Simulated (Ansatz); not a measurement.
The same path of C3H6BCl (11 atoms, charge 0, multiplicity 1) was run twice with different band settings. The coordinate that changes most is the dihedral H8–C2–C3–Cl5.

Level of theory: Ansatz 0.2.0, RKS PBE0-D4/6-31G*.

Relaxed end points:

```xyz
11
Properties=species:S:1:pos:R:3
B -1.199 0.178 -0.045
C -0.217 -0.103 1.176
C 0.765 0.221 0.110
C 0.856 -0.499 -1.029
Cl 1.551 1.774 0.191
H -1.468 1.301 -0.353
H -1.728 -0.751 -0.585
H -0.188 0.602 2.003
H -0.163 -1.139 1.512
H 0.432 -1.496 -1.077
H 1.425 -0.145 -1.882
```

```xyz
11
Properties=species:S:1:pos:R:3
B -1.764 0.103 0.382
C -0.237 0.289 0.682
C 0.727 -0.446 -0.190
C 1.607 0.093 -1.027
Cl 0.607 -2.189 -0.063
H -2.548 0.775 0.992
H -2.168 -0.689 -0.419
H 0.006 1.362 0.684
H -0.106 -0.021 1.734
H 1.683 1.174 -1.103
H 2.258 -0.508 -1.651
```

Common settings: movable images 7; climbing image yes; optimiser quadratic models (default); start path through a guess of the saddle point; force threshold 0.05 eV/Å; end points relaxed.

| run | spring | iteration limit |
| --- | --- | --- |
| 1 | 5.0 eV/Å² | 39 |
| 2 | 20.0 eV/Å² | 42 |

Task: What does each run give, and how far can it be trusted?

Result: Run 1: converged after 17 iterations, highest image 0.181 eV above the first end. The profile has 2 maxima (images 3, 6) with wells between them (image 5): this band takes more than one step, which may be the mechanism or a detour left from its start path. A vibrational analysis at the climbing image gives one clearly imaginary mode, 122i cm⁻¹: a first-order saddle point.
Run 2: converged after 14 iterations, highest image 0.181 eV above the first end. The profile has 2 maxima (images 3, 6) with wells between them (image 5): this band takes more than one step, which may be the mechanism or a detour left from its start path. Another band between the same ends (7 images) ends at a top of the same energy, where a vibrational analysis finds 1 clearly imaginary mode.
